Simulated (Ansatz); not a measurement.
Molecule: H$_{4}$Si$_{2}$OCl (charge 0, doublet). SMILES: [SiH3]O[SiH]Cl
Structure (B3LYP-D3(BJ)/def2-TZVP (Ansatz, a first-principles code) minimum search):
```xyz
8

Si    -2.0895     0.1230    -0.1980
O     -0.6079     0.8466    -0.3020
Si     0.9579     0.7771     0.1410
Cl     1.5596    -1.2090     0.2743
H     -2.1072    -1.0912    -1.0406
H     -2.3734    -0.2397     1.2080
H     -3.0911     1.0943    -0.6818
H      1.7642     1.4153    -0.9357
```
Charge 0, spin multiplicity 2.

Wanted: atomisation energy, in kcal/mol. Conventions: no spin-orbit coupling; frozen cores in correlated levels; UHF or UKS for open shells; 6-311+G** with 5d, 6d on Na to Ar in Ansatz; six Cartesian d functions in 6-31G* and its kin unless marked 5d; atomisation electronic, to ground-state atoms; LANL2DZ with its own core potentials from Na on; non-relativistic. Basis-set limits of correlation are two-point, X^-3; Hartree-Fock from the larger set. Ab initio and DFT rows: single points at B3LYP-D3(BJ) geometries (Ansatz).

Coupled cluster (Ansatz) is a level with limits of its own, used here on species with T1 under 0.025 (0.045 for open shells) and stable references: CCSD(T)/CBS(aug-cc-pV(T+d)Z,aug-cc-pV(Q+d)Z).

Value to compare with, CCSD(T)/CBS(aug-cc-pV(T+d)Z,aug-cc-pV(Q+d)Z) (Ansatz): 622.8 kcal/mol.

```tsv
level	program	atomisation energy (kcal/mol)	difference
HF/STO-3G	Ansatz	544.3	-78.5
HF/3-21G	Ansatz	379.4	-243.4
HF/LANL2DZ	Ansatz	378.2	-244.6
HF/6-31G*	Ansatz	445.8	-177.0
HF/6-311+G**	Ansatz	448.9	-173.9
```

Among the 5 habitual levels, HF/LANL2DZ lies farthest from CCSD(T)/CBS(aug-cc-pV(T+d)Z,aug-cc-pV(Q+d)Z) (Ansatz) (-244.6 kcal/mol) and HF/STO-3G nearest (-78.5); 0 of 5 lie above it, and their mean absolute difference is 183.5 kcal/mol, the median 177.0. One case shows no general order.

The sets are all those run for this method; left out are runs that failed, that the program found above a lower state of the same kind, or whose <S^2> lies over 0.5 above the pure value.
